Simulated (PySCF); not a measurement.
C₇H₉F.
Atom-mapped SMILES: `[CH2:1]=[CH:2]/[CH:3]=[C:4](/[F:5])[C:6](=[CH2:7])[CH3:8]` (hydrogens: H9, H10 on C1; H11 on C2; H12 on C3; H13, H14 on C7; H15, H16, H17 on C8)

Geometry (PBE0-D3(BJ)/def2-SVP, Å), atoms numbered from 1 in this order:
```xyz
17
C7H9F angstrom
C      2.8519   -0.0654    1.3593
C      1.6873    0.0494    0.6992
C      0.5297   -0.7609    1.0090
C     -0.7104   -0.7735    0.4707
F     -1.5534   -1.6696    1.0125
C     -1.3315    0.0080   -0.6009
C     -2.6200   -0.2263   -0.9108
C     -0.5388    1.0493   -1.3348
H      3.7132    0.5568    1.1071
H      2.9772   -0.7874    2.1719
H      1.6203    0.7858   -0.1024
H      0.6630   -1.4910    1.8146
H     -3.2081   -0.9796   -0.3864
H     -3.1090    0.3424   -1.7050
H     -0.1784    1.8386   -0.6571
H     -1.1632    1.5242   -2.1029
H      0.3398    0.6135   -1.8351
```

All values: wB97X-D/def2-SVPD (PySCF, non-relativistic), on one gas-phase PBE0-D3(BJ)/def2-SVP geometry that isn't relaxed in the solvent. The solvent is an IEF-PCM continuum (cavity from Bondi-type radii × 1.2). Specific hydrogen bonds and non-electrostatic terms are outside this model.

Gas phase at wB97X-D/def2-SVPD: HOMO -8.00 eV, LUMO 0.11 eV, dipole 1.66 D.

**Question.** What does the continuum do to the energy, the frontier levels and the dipole at wB97X-D/def2-SVPD in chloroform and tetrahydrofuran?

**Answer.** 
```json
{"solvent": "chloroform", "ε": "4.711", "E(solvent) − E(gas) (kcal/mol)": "-2.48", "polarisation term (kcal/mol)": "-2.71", "distortion of the solute (kcal/mol)": "0.23", "HOMO (eV)": "-7.99", "LUMO (eV)": "0.14", "dipole (D)": "2.04"}
{"solvent": "tetrahydrofuran", "ε": "7.426", "E(solvent) − E(gas) (kcal/mol)": "-2.87", "polarisation term (kcal/mol)": "-3.18", "distortion of the solute (kcal/mol)": "0.31", "HOMO (eV)": "-7.99", "LUMO (eV)": "0.14", "dipole (D)": "2.11"}
```

The first energy column is the sum of the next two and covers electrostatics alone. From chloroform to tetrahydrofuran the lowering changes by a factor 1.16, Onsager's factor (ε − 1)/(2ε + 1) by 1.14 and ε itself by 1.6.

**Question.** Which radius a makes the point-dipole formula ΔE = −[(ε − 1)/(2ε + 1)]·μ²/a³ give the value in tetrahydrofuran, with the gas-phase dipole?

**Answer.** μ = 0.652 au and |ΔE| = 0.00457 Eh give a = 1.77 Å; the farthest nucleus lies 3.92 Å from the centroid of the nuclei, so such a sphere wouldn't even hold the nuclei. The formula assumes a rigid point dipole at the centre of a sphere.

**Question.** Give the dipole vector in the frame of the coordinates (D, pointing from negative to positive charge), gas and tetrahydrofuran.

**Answer.** Gas (0.66, 1.20, -0.93), solvent (0.95, 1.51, -1.12). Its length changes by +27 % and its direction by 3°.

**Question.** How does the static polarisability (wB97X-D/def2-SVPD, frozen core, with the continuum's full static response) change?

**Answer.** 
```json
{"medium": "gas", "isotropic (au)": "101.3", "principal values (au)": "57.1, 79.0, 167.7", "⟨r²⟩ of the electrons (bohr²)": "1185.6"}
{"medium": "chloroform", "isotropic (au)": "131.0", "principal values (au)": "71.6, 97.1, 224.2", "⟨r²⟩ of the electrons (bohr²)": "1184.7"}
{"medium": "tetrahydrofuran", "isotropic (au)": "136.2", "principal values (au)": "74.9, 100.2, 233.5", "⟨r²⟩ of the electrons (bohr²)": "1184.5"}
```

The isotropic value in tetrahydrofuran is 1.35 times the gas-phase one; no cavity-field correction is applied. ⟨r²⟩ is taken about the centre of nuclear charge.

Hardware: one thread, Intel Xeon Platinum 8488C (x86_64), shared host. Cost: 51 s, 1.2 GiB resident at most. This is the whole response run at wB97X-D/def2-SVPD in tetrahydrofuran, SCF included.

The pairwise dispersion term of wB97X-D wasn't added to the energies; at a given geometry it leaves orbitals and properties as they are.
